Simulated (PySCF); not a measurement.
## Nonlinear optical response: 3-ethylthiophene, C6H8S

Molfile (atoms numbered from 1):
```
C6H8S
     RDKit          3D

 15 15  0  0  0  0  0  0  0  0999 V2000
   -1.9885   -0.5284    0.5645 C   0  0  0  0  0  0  0  0  0  0  0  0
   -1.1788   -0.4458   -0.7267 C   0  0  0  0  0  0  0  0  0  0  0  0
    0.2294    0.0262   -0.5078 C   0  0  0  0  0  0  0  0  0  0  0  0
    1.2606   -0.7755    0.0764 C   0  0  0  0  0  0  0  0  0  0  0  0
    2.4495   -0.1103    0.2079 C   0  0  0  0  0  0  0  0  0  0  0  0
    2.3365    1.5010   -0.3740 S   0  0  0  0  0  0  0  0  0  0  0  0
    0.6853    1.2888   -0.7983 C   0  0  0  0  0  0  0  0  0  0  0  0
   -1.5164   -1.2108    1.2881 H   0  0  0  0  0  0  0  0  0  0  0  0
   -2.0636    0.4589    1.0450 H   0  0  0  0  0  0  0  0  0  0  0  0
   -3.0088   -0.8945    0.3723 H   0  0  0  0  0  0  0  0  0  0  0  0
   -1.1551   -1.4373   -1.2095 H   0  0  0  0  0  0  0  0  0  0  0  0
   -1.6801    0.2286   -1.4385 H   0  0  0  0  0  0  0  0  0  0  0  0
    1.1195   -1.8141    0.3816 H   0  0  0  0  0  0  0  0  0  0  0  0
    3.3897   -0.4842    0.6108 H   0  0  0  0  0  0  0  0  0  0  0  0
    0.1256    2.1086   -1.2476 H   0  0  0  0  0  0  0  0  0  0  0  0
  1  2  1  0
  2  3  1  0
  3  4  1  0
  4  5  2  0
  5  6  1  0
  6  7  1  0
  7  3  2  0
  1  8  1  0
  1  9  1  0
  1 10  1  0
  2 11  1  0
  2 12  1  0
  4 13  1  0
  5 14  1  0
  7 15  1  0
M  END
```

Computed with quadratic response CAM-B3LYP/aug-cc-pVDZ first hyperpolarisability, Taylor convention, gas phase (PySCF). Geometry: PBE0-D3(BJ)/def2-SVP.

Give β for the processes computed.

In 10⁻³⁰ esu, Taylor convention; the vector part is βᵢ = ⅓ Σⱼ (βᵢⱼⱼ + βⱼᵢⱼ + βⱼⱼᵢ); β∥ is 3/5 of the vector part along the dipole, the dipole points from − to +:
```tsv
process	λ (nm)	β vector norm	β∥	β HRS	depolarisation ratio
static β(0;0,0)	∞	0.50	0.29	0.22	4.39
second harmonic β(−2ω;ω,ω)	1907	0.51	0.29	0.22	4.27
Pockels β(−ω;ω,0)	1907	0.50	0.29	–	–
second harmonic β(−2ω;ω,ω)	1064	0.52	0.29	0.24	3.90
Pockels β(−ω;ω,0)	1064	0.51	0.29	–	–
```

Which lowest excitations, dipole and polarisabilities go with it?

S1 5.67 eV (f = 0.085); S2 5.86 eV (f = 0.062); S3 5.94 eV (f = 0.039); dipole 0.94 D; isotropic α 89.5 au static, 89.8 au at 1907 nm, 90.4 au at 1064 nm, 90.7 au at 953.5 nm, 93.6 au at 532 nm.
